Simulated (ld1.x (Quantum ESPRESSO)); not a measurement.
**Building the ultrasoft potential for Nb (Z = 41) (PW91, fully relativistic).**

ld1.x (Quantum ESPRESSO) 7.5 was run on this input:

```
&input
   title='Nb', zed=41., rel=2, dft='PW91', iswitch=3,
   config='[Kr] 4d4 5s1 5p0', rel_dist='average',
   nld=5, rlderiv=3.40, eminld=-5.0, emaxld=5.0, deld=0.02
 /
 &inputp
   pseudotype=3, tm=.true., lloc=-2, rcloc=2.25,
   nlcc=.true., rcore=0.95,
   which_augfun='PSQ', rmatch_augfun_nc=.true.,
   file_pseudopw='Nb.UPF', file_wfcaegen='ae.wfc', file_wfcncgen='nc.wfc', file_beta='beta', file_chi='chi', file_wfcusgen='us.wfc'
 /
6
5S  1  0   1.00   0.00  2.60  3.15  0.0
5S  1  0   0.00   1.15  2.60  3.15  0.0
4P  2  1   6.00   0.00  1.75  2.25  0.0
5P  3  1   0.00   0.00  1.75  2.25  0.0
4D  3  2   4.00   0.00  1.80  1.95  0.0
4D  3  2   0.00   1.00  1.80  1.95  0.0
 &test
   configts(1)='4p6 4d4 5s1 5p0'
 /
```

Command:

```bash
ld1.x < Nb.in > Nb.out
```

Output (shortened: banner, matrices, multipoles, cross overlaps and the repeated all-electron block are left out):

```
Program LD1 v.7.5
     --------------------------- All-electron run ----------------------------

     Nb
     dirac relativistic calculation

     atomic number is 41.00
     dft =PW91   lsd =0 sic =0 latt =0  beta=0.20 tr2=1.0E-14
     Exchange-correlation= PW91
                           (   1   4   2   2   0   0   0)
     mesh =1227 r(mesh) = 100.62774 a.u. xmin = -7.00 dx = 0.01250
     1 Ry =  13.60569312 eV, c = 137.03599908

     n l j   nl                  e(Ry)          e(Ha)          e(eV)
     Spin orbit split results
     1 0 0.5 1S 1( 2.00)     -1381.9733      -690.9866    -18802.7045
     2 0 0.5 2S 1( 2.00)      -193.2721       -96.6360     -2629.6003
     2 1 0.5 2P 1( 2.00)      -177.3874       -88.6937     -2413.4788
     2 1 1.5 2P 1( 4.00)      -170.3441       -85.1720     -2317.6492
     3 0 0.5 3S 1( 2.00)       -32.2452       -16.1226      -438.7186
     3 1 0.5 3P 1( 2.00)       -26.2636       -13.1318      -357.3343
     3 1 1.5 3P 1( 4.00)       -25.1227       -12.5613      -341.8113
     4 0 0.5 4S 1( 2.00)        -4.2941        -2.1470       -58.4237
     4 1 0.5 4P 1( 2.00)        -2.6453        -1.3226       -35.9910
     4 1 1.5 4P 1( 4.00)        -2.4906        -1.2453       -33.8858
     3 2 1.5 3D 1( 4.00)       -14.5548        -7.2774      -198.0280
     3 2 2.5 3D 1( 6.00)       -14.3424        -7.1712      -195.1384
     4 2 1.5 4D 1( 1.60)        -0.2337        -0.1168        -3.1795
     4 2 2.5 4D 1( 2.40)        -0.2223        -0.1111        -3.0243
     5 0 0.5 5S 1( 1.00)        -0.2962        -0.1481        -4.0303
     5 1 0.5 5P 1( 0.00)        -0.0891        -0.0445        -1.2121
     5 1 1.5 5P 1( 0.00)        -0.0828        -0.0414        -1.1264
     Averaged results
     1 0     1S 1( 2.00)     -1381.9733      -690.9866    -18802.7045
     2 0     2S 1( 2.00)      -193.2721       -96.6360     -2629.6003
     2 1     2P 1( 6.00)      -172.6919       -86.3459     -2349.5924
     3 0     3S 1( 2.00)       -32.2452       -16.1226      -438.7186
     3 1     3P 1( 6.00)       -25.5030       -12.7515      -346.9856
     4 0     4S 1( 2.00)        -4.2941        -2.1470       -58.4237
     4 1     4P 1( 6.00)        -2.5421        -1.2711       -34.5876
     3 2     3D 1(10.00)       -14.4274        -7.2137      -196.2942
     4 2     4D 1( 4.00)        -0.2268        -0.1134        -3.0864
     5 0     5S 1( 1.00)        -0.2962        -0.1481        -4.0303
     5 1     5P 1( 0.00)        -0.0849        -0.0424        -1.1550

     final scf error:  9.8E-15 reached in  30 iterations

     Etot =   -7641.590096 Ry,   -3820.795048 Ha, -103969.129812 eV

     Ekin =    7910.140746 Ry,    3955.070373 Ha,  107622.947545 eV
     Encl =  -18452.948435 Ry,   -9226.474217 Ha, -251065.153614 eV
     Eh   =    3140.360883 Ry,    1570.180441 Ha,   42726.786466 eV
     Exc  =    -239.143289 Ry,    -119.571645 Ha,   -3253.710208 eV

     normalization and overlap integrals

     s(1S/1S) =  1.000000  <r> =   0.0361  <r2> =    0.0018  r(max) =   0.0235
     s(2S/2S) =  1.000000  <r> =   0.1577  <r2> =    0.0294  r(max) =   0.1335
     s(2P/2P) =  1.000000  <r> =   0.1346  <r2> =    0.0222  r(max) =   0.1040
     s(2P/2P) =  1.000000  <r> =   0.1391  <r2> =    0.0236  r(max) =   0.1080
     s(3S/3S) =  1.000000  <r> =   0.4431  <r2> =    0.2251  r(max) =   0.3961
     s(3P/3P) =  1.000000  <r> =   0.4386  <r2> =    0.2243  r(max) =   0.3815
     s(3P/3P) =  1.000000  <r> =   0.4491  <r2> =    0.2350  r(max) =   0.3912
     s(4S/4S) =  1.000000  <r> =   1.1587  <r2> =    1.5238  r(max) =   1.0371
     s(4P/4P) =  1.000000  <r> =   1.2815  <r2> =    1.8877  r(max) =   1.1040
     s(4P/4P) =  1.000000  <r> =   1.3133  <r2> =    1.9833  r(max) =   1.1319
     s(3D/3D) =  1.000000  <r> =   0.4310  <r2> =    0.2241  r(max) =   0.3325
     s(3D/3D) =  1.000000  <r> =   0.4345  <r2> =    0.2276  r(max) =   0.3367
     s(4D/4D) =  1.000000  <r> =   2.1936  <r2> =    6.1442  r(max) =   1.4902
     s(4D/4D) =  1.000000  <r> =   2.2290  <r2> =    6.3599  r(max) =   1.5090
     s(5S/5S) =  1.000000  <r> =   3.7205  <r2> =   15.9567  r(max) =   3.0769
     s(5P/5P) =  1.000000  <r> =   5.3940  <r2> =   34.2229  r(max) =   4.1534
     s(5P/5P) =  1.000000  <r> =   5.5559  <r2> =   36.2603  r(max) =   4.2585

     ------------------------ End of All-electron run ------------------------

     --------------------- Generating US pseudopotential ---------------------

      Generating local potential from pseudized AE potential:
      Matching radius rcloc =   2.2500
      Enforcing V''(0)=0 (lloc=-2)

      Local pseudo, rcloc= 2.251 Estimated cut-off energy=     6.42 Ry

      Computing core charge for nlcc:

       r > 0.95 : true rho core
       r < 0.95 : rho core = a sin(br)/r    a=   7.58  b=   2.66

      Integrated core pseudo-charge :   4.49

     Fully relativistic calculation: |psi|^2

     Wfc 5S LC norm =  0.99997284 SC norm =  0.00002559 missing  0.00000157

     Wfc 4P LC norm =  0.99978448 SC norm =  0.00021551 missing  0.00000001

     Wfc 4P LC norm =  0.99979335 SC norm =  0.00020663 missing  0.00000002

     Wfc 5P LC norm =  0.99998775 SC norm =  0.00001207 missing  0.00000018

     Wfc 5P LC norm =  0.99998851 SC norm =  0.00000927 missing  0.00000221

     Wfc 4D LC norm =  0.99991259 SC norm =  0.00008740 missing  0.00000001

     Wfc 4D LC norm =  0.99991481 SC norm =  0.00008378 missing  0.00000141
      Wfc-us  5S rcutus= 3.116  Estimated cut-off energy=     4.60 Ry
      Wfc-us  5S rcutus= 3.116  Estimated cut-off energy=     7.70 Ry
      Wfc-us  4P rcutus= 2.251  Estimated cut-off energy=    17.07 Ry
      Wfc-us  4P rcutus= 2.251  Estimated cut-off energy=    16.99 Ry
      Wfc-us  5P rcutus= 2.251  Estimated cut-off energy=    32.01 Ry
      Wfc-us  5P rcutus= 2.251  Estimated cut-off energy=    31.80 Ry
      Wfc-us  4D rcutus= 1.938  Estimated cut-off energy=    30.20 Ry
      Wfc-us  4D rcutus= 1.938  Estimated cut-off energy=    30.17 Ry
      Wfc-us  4D rcutus= 1.938  Estimated cut-off energy=    35.87 Ry
      Wfc-us  4D rcutus= 1.938  Estimated cut-off energy=    35.60 Ry

     Q pseudized with Bessel functions
     Expected ecutrho=     132.0757 due to l1=  2   l2=  2

     ------------------- End of pseudopotential generation -------------------

     Computing logarithmic derivative in   3.37940
     Computing logarithmic derivative in   3.37940
     Computing the partial wave expansion
     R is outside the sphere for l=    0 j= 0.50
     R is outside the sphere for l=    0 j= 0.50
     R is outside the sphere for l=    1 j= 0.50
     R is outside the sphere for l=    1 j= 0.50
     R is outside the sphere for l=    1 j= 1.50
     R is outside the sphere for l=    1 j= 1.50
     R is outside the sphere for l=    2 j= 1.50
     R is outside the sphere for l=    2 j= 1.50
     R is outside the sphere for l=    2 j= 2.50
     R is outside the sphere for l=    2 j= 2.50

     ---------------------- Testing the pseudopotential ----------------------

     Nb
     dirac relativistic calculation

     atomic number is 41.00   valence charge is 11.00
     dft =PW91   lsd =0 sic =0 latt =0  beta=0.20 tr2=1.0E-14
     mesh =1227 r(mesh) = 100.62774 xmin = -7.00 dx = 0.01250

     n l  j  nl             e AE (Ry)       e PS (Ry)    De AE-PS (Ry)
     2 1 0.5 4P   1( 2.00)       -2.64529       -2.64529       -0.00000
     2 1 1.5 4P   1( 4.00)       -2.49056       -2.49056       -0.00000
     3 2 1.5 4D   1( 1.60)       -0.23369       -0.23368       -0.00000
     3 2 2.5 4D   1( 2.40)       -0.22228       -0.22229        0.00000
     1 0 0.5 5S   1( 1.00)       -0.29622       -0.29622        0.00000
     3 1 0.5 5P   1( 0.00)       -0.08909       -0.08908       -0.00000
     3 1 1.5 5P   1( 0.00)       -0.08279       -0.08279       -0.00000

     eps = 1.8E-15  iter =  3

     Etot =   -7641.590096 Ry,   -3820.795048 Ha, -103969.129812 eV
     Etotps =   -82.864696 Ry,     -41.432348 Ha,   -1127.431629 eV

     Ekin =      22.931208 Ry,      11.465604 Ha,     311.994974 eV
     Encl =    -138.359724 Ry,     -69.179862 Ha,   -1882.479947 eV
     Ehrt =      62.550334 Ry,      31.275167 Ha,     851.040652 eV
     Ecxc =     -18.597716 Ry,      -9.298858 Ha,    -253.034820 eV
     (Ecc =      -5.967933 Ry,      -2.983967 Ha,     -81.197870 eV)
     Epseu=     -11.388798 Ry,      -5.694399 Ha,    -154.952487 eV

     ---------------------- End of pseudopotential test ----------------------
```

Generation and configuration tests took about 2.2 s on one core of a shared server CPU.

Transferability test of the new file with ld1.x, input:

```
&input
   title='Nb', zed=41., rel=2, dft='PW91', iswitch=2,
   config='[Kr] 4d4 5s1 5p0', rel_dist='average'
 /
 &test
   file_pseudo='Nb.UPF', nconf=8,
   configts(1)='4p6 4d4 5s1 5p0',
   configts(2)='4p6 4d4 5s0 5p0',
   configts(3)='4p6 4d3 5s0 5p0',
   configts(4)='4p6 4d2 5s0 5p0',
   configts(5)='4p6 4d4.5 5s0.5 5p0',
   configts(6)='4p6 4d1 5s0 5p0',
   configts(7)='4p6 4d3 5s1 5p0',
   configts(8)='4p5 4d4 5s1 5p0'
 /
```

```bash
ld1.x < Nb.test.in > Nb.test.out
```

Pseudopotential blocks of its output, shortened (energy terms left out):

```
     ---------------------- Testing the pseudopotential ----------------------

     n l  j  nl             e AE (Ry)       e PS (Ry)    De AE-PS (Ry)
     2 1 0.5 4P   1( 2.00)       -2.64529       -2.64529       -0.00000
     2 1 1.5 4P   1( 4.00)       -2.49056       -2.49056       -0.00000
     3 2 1.5 4D   1( 1.60)       -0.23369       -0.23368       -0.00000
     3 2 2.5 4D   1( 2.40)       -0.22228       -0.22229        0.00000
     1 0 0.5 5S   1( 1.00)       -0.29622       -0.29622        0.00000
     3 1 0.5 5P   1( 0.00)       -0.08909       -0.08908       -0.00000
     3 1 1.5 5P   1( 0.00)       -0.08279       -0.08279       -0.00000

     eps = 1.3E-15  iter =  3

     Etot =   -7641.590096 Ry,   -3820.795048 Ha, -103969.129812 eV
     Etotps =   -82.864697 Ry,     -41.432349 Ha,   -1127.431639 eV

     ---------------------- End of pseudopotential test ----------------------

          ---------------------- Testing the pseudopotential ----------------------

     n l  j  nl             e AE (Ry)       e PS (Ry)    De AE-PS (Ry)
     2 1 0.5 4P   1( 2.00)       -3.11997       -3.11892       -0.00105
     2 1 1.5 4P   1( 4.00)       -2.96578       -2.96481       -0.00098
     3 2 1.5 4D   1( 1.60)       -0.69538       -0.69519       -0.00019
     3 2 2.5 4D   1( 2.40)       -0.68307       -0.68289       -0.00017
     1 0 0.5 5S   1( 0.00)       -0.69569       -0.69613        0.00043
     3 1 0.5 5P   1( 0.00)       -0.43517       -0.43632        0.00115
     3 1 1.5 5P   1( 0.00)       -0.42386       -0.42427        0.00041

     eps = 4.1E-15  iter =  9

     Etot =   -7641.098679 Ry,   -3820.549340 Ha, -103962.443751 eV
     Etotps =   -82.373107 Ry,     -41.186553 Ha,   -1120.743210 eV
     dEtot_ae =       0.491416 Ry
     dEtot_ps =       0.491590 Ry,   Delta E=      -0.000174 Ry

     ---------------------- End of pseudopotential test ----------------------

          ---------------------- Testing the pseudopotential ----------------------

     n l  j  nl             e AE (Ry)       e PS (Ry)    De AE-PS (Ry)
     2 1 0.5 4P   1( 2.00)       -3.92384       -3.92596        0.00212
     2 1 1.5 4P   1( 4.00)       -3.76668       -3.76856        0.00187
     3 2 1.5 4D   1( 1.20)       -1.41670       -1.41813        0.00143
     3 2 2.5 4D   1( 1.80)       -1.40196       -1.40338        0.00142
     1 0 0.5 5S   1( 0.00)       -1.24830       -1.24873        0.00042
     3 1 0.5 5P   1( 0.00)       -0.91840       -0.90430       -0.01410  !
     3 1 1.5 5P   1( 0.00)       -0.90006       -0.89659       -0.00347

     eps = 4.0E-15  iter =  9

     Etot =   -7640.062824 Ry,   -3820.031412 Ha, -103948.350222 eV
     Etotps =   -81.336910 Ry,     -40.668455 Ha,   -1106.645039 eV
     dEtot_ae =       1.527272 Ry
     dEtot_ps =       1.527787 Ry,   Delta E=      -0.000515 Ry

     ---------------------- End of pseudopotential test ----------------------

          ---------------------- Testing the pseudopotential ----------------------

     n l  j  nl             e AE (Ry)       e PS (Ry)    De AE-PS (Ry)
     2 1 0.5 4P   1( 2.00)       -4.86495       -4.87934        0.01440  !
     2 1 1.5 4P   1( 4.00)       -4.70307       -4.71643        0.01336  !
     3 2 1.5 4D   1( 0.80)       -2.26359       -2.27330        0.00971  !
     3 2 2.5 4D   1( 1.20)       -2.24635       -2.25597        0.00962  !
     1 0 0.5 5S   1( 0.00)       -1.88756       -1.88848        0.00092
     3 1 0.5 5P   1( 0.00)       -1.49230       -1.40950       -0.08280  !
     3 1 1.5 5P   1( 0.00)       -1.46650       -1.43925       -0.02725  !

     eps = 5.9E-15  iter =  9

     Etot =   -7638.241356 Ry,   -3819.120678 Ha, -103923.567892 eV
     Etotps =   -79.510796 Ry,     -39.755398 Ha,   -1081.799492 eV
     dEtot_ae =       3.348739 Ry
     dEtot_ps =       3.353901 Ry,   Delta E=      -0.005162 Ry

     ---------------------- End of pseudopotential test ----------------------

          ---------------------- Testing the pseudopotential ----------------------

     n l  j  nl             e AE (Ry)       e PS (Ry)    De AE-PS (Ry)
     2 1 0.5 4P   1( 2.00)       -2.57631       -2.57544       -0.00087
     2 1 1.5 4P   1( 4.00)       -2.42244       -2.42164       -0.00080
     3 2 1.5 4D   1( 1.80)       -0.18705       -0.18696       -0.00009
     3 2 2.5 4D   1( 2.70)       -0.17634       -0.17627       -0.00007
     1 0 0.5 5S   1( 0.50)       -0.27490       -0.27514        0.00023
     3 1 0.5 5P   1( 0.00)       -0.07873       -0.07923        0.00050
     3 1 1.5 5P   1( 0.00)       -0.07322       -0.07340        0.00018

     eps = 6.3E-15  iter = 13

     Etot =   -7641.548969 Ry,   -3820.774484 Ha, -103968.570252 eV
     Etotps =   -82.823480 Ry,     -41.411740 Ha,   -1126.870846 eV
     dEtot_ae =       0.041127 Ry
     dEtot_ps =       0.041218 Ry,   Delta E=      -0.000091 Ry

     ---------------------- End of pseudopotential test ----------------------
```

The test run then stopped with an error in chargeps: “negative rho”.
